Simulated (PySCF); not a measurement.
trifluoromethoxyethane (C3H5F3O), SMILES CCOC(F)(F)F.

Coordinates come from a ωB97X-D3(BJ)/def2-SVP optimisation. One conformer was computed; it need not be the lowest.

The numbers are results of TDDFT-ωB97X/def2-SVPD (PySCF 2.14.0), not measurements.

Vertical excitations. Gas-phase values at a fixed geometry.

Computed excitation energies, oscillator strengths and character:
```json
[
 {"state": "S1", "energy (eV)": "9.46", "λ (nm)": "131", "f": "0.002", "main pairs": "HOMO→LUMO 86 %"},
 {"state": "S2", "energy (eV)": "10.14", "λ (nm)": "122", "f": "0.001", "main pairs": "HOMO→LUMO+1 28 %, HOMO→LUMO+2 27 %, HOMO→LUMO+6 16 %, HOMO→LUMO+9 15 %"},
 {"state": "S3", "energy (eV)": "10.59", "λ (nm)": "117", "f": "0.089", "main pairs": "HOMO→LUMO+2 42 %, HOMO→LUMO+1 34 %, HOMO−2→LUMO 10 %"},
 {"state": "S4", "energy (eV)": "10.72", "λ (nm)": "116", "f": "0.042", "main pairs": "HOMO→LUMO+3 57 %, HOMO−1→LUMO 33 %"},
 {"state": "S5", "energy (eV)": "10.80", "λ (nm)": "115", "f": "0.044", "main pairs": "HOMO−1→LUMO 53 %, HOMO→LUMO+3 34 %"},
 {"state": "S6", "energy (eV)": "10.99", "λ (nm)": "113", "f": "0.001", "main pairs": "HOMO−2→LUMO 41 %, HOMO→LUMO+6 21 %, HOMO→LUMO+2 11 %, HOMO→LUMO+4 7 %"},
 {"state": "S7", "energy (eV)": "11.19", "λ (nm)": "111", "f": "0.096", "main pairs": "HOMO−3→LUMO 71 %, HOMO−3→LUMO+1 12 %"},
 {"state": "S8", "energy (eV)": "11.36", "λ (nm)": "109", "f": "0.076", "main pairs": "HOMO→LUMO+6 31 %, HOMO−2→LUMO 20 %, HOMO→LUMO+1 17 %, HOMO−2→LUMO+1 6 %"},
 {"state": "S9", "energy (eV)": "11.45", "λ (nm)": "108", "f": "0.095", "main pairs": "HOMO−1→LUMO+1 28 %, HOMO−1→LUMO+2 22 %, HOMO−1→LUMO+9 15 %, HOMO−1→LUMO+6 12 %"},
 {"state": "S10", "energy (eV)": "11.65", "λ (nm)": "106", "f": "0.002", "main pairs": "HOMO→LUMO+4 32 %, HOMO→LUMO+5 22 %, HOMO→LUMO+9 17 %, HOMO−2→LUMO+4 6 %"},
 {"state": "T1", "energy (eV)": "9.35", "λ (nm)": "133", "f": "0", "main pairs": "HOMO→LUMO 82 %"},
 {"state": "T2", "energy (eV)": "9.71", "λ (nm)": "128", "f": "0", "main pairs": "HOMO→LUMO+9 23 %, HOMO→LUMO+6 22 %, HOMO→LUMO+2 21 %, HOMO→LUMO+1 18 %"},
 {"state": "T3", "energy (eV)": "10.34", "λ (nm)": "120", "f": "0", "main pairs": "HOMO→LUMO+3 46 %, HOMO−1→LUMO 34 %"},
 {"state": "T4", "energy (eV)": "10.43", "λ (nm)": "119", "f": "0", "main pairs": "HOMO→LUMO+2 32 %, HOMO→LUMO+1 32 %, HOMO−2→LUMO 17 %, HOMO−2→LUMO+1 5 %"}
]
```
Triplets are in the Tamm–Dancoff approximation, which puts them higher than full response would, so one can lie above its singlet here.
